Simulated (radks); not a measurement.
Ionisation of neutral cadmium, [Kr] 4d10 5s2, to [Kr] 4d10 5s1 as the strength of local exchange is varied. Calculated with a radial shooting solver on a logarithmic mesh with Libxc functionals: scalar-relativistic Kohn-Sham, Slater X-alpha exchange (alpha = 2/3 is LDA exchange), no correlation, spin-polarised, spherical densities, point nucleus.

alpha = 0.552: E(Cd) (hartree) -5560.18535; exchange (hartree) -119.16206; IE (eV) 7.452; -e of the level emptied (eV) 4.195 (5s); <r> of it (bohr) 3.029
alpha = 0.6: E(Cd) (hartree) -5570.57865; exchange (hartree) -129.76948; IE (eV) 7.765; -e of the level emptied (eV) 4.498 (5s); <r> of it (bohr) 2.986
alpha = 0.667: E(Cd) (hartree) -5585.11889; exchange (hartree) -144.64097; IE (eV) 8.210; -e of the level emptied (eV) 4.936 (5s); <r> of it (bohr) 2.929
alpha = 0.72: E(Cd) (hartree) -5596.64801; exchange (hartree) -156.45880; IE (eV) 8.569; -e of the level emptied (eV) 5.292 (5s); <r> of it (bohr) 2.886
alpha = 0.73: E(Cd) (hartree) -5598.82600; exchange (hartree) -158.69391; IE (eV) 8.638; -e of the level emptied (eV) 5.360 (5s); <r> of it (bohr) 2.878

NIST Atomic Spectra Database: 8.994 eV (measured). The central value is not met in this range of alpha.
